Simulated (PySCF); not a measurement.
Mapped SMILES: `[CH3:1][CH2:2][Si:3]([SiH3:4])([SiH3:5])[Cl:6]`. Hydrogens are named by the atom that carries them.

GIAO PBE0/pcSseg-1 shifts (PySCF 2.14.0 with density-fitted response routines, gas phase, non-relativistic, equivalent atoms averaged), each against references optimised in the same way as the molecule (TMS, HCl).

On the GFN2-xTB geometry: C2 19.1, C1 11.6, Si3 17.8, Si4/Si5 -110.5, Cl6 -56, H(Si4)/H(Si5) 3.58, H(C1) 1.32, H(C2) 1.04 ppm.

Question: What changes on the PBE0-D3(BJ)/def2-SVP geometry?

Answer: 
```
        atoms  δ (ppm)  change
           C2     14.0    -5.1
           C1      9.7    -1.9
          Si3     23.2    +5.4
      Si4/Si5   -102.2    +8.3
          Cl6      -59      -3
H(Si4)/H(Si5)     3.63   +0.05
        H(C1)     1.26   -0.06
        H(C2)     0.91   -0.13
```

Part of each change is the reference's own: σ(TMS, C) goes from 186.9 to 184.4 ppm, σ(TMS, Si) goes from 349.2 to 352.0 ppm, σ(HCl, Cl) goes from 949.8 to 943.3 ppm, σ(TMS, H) goes from 31.72 to 31.27 ppm.

Bonds between heavy atoms that differ most (equivalent bonds averaged): C2–Si3 1.925 → 1.885 Å, Si3–Cl6 2.077 → 2.100 Å, Si3–Si4 2.337 → 2.344 Å. Mean change of bonds to hydrogen: C–H +0.012 Å, Si–H +0.030 Å. The two structures also differ in conformation, which adds to the changes.
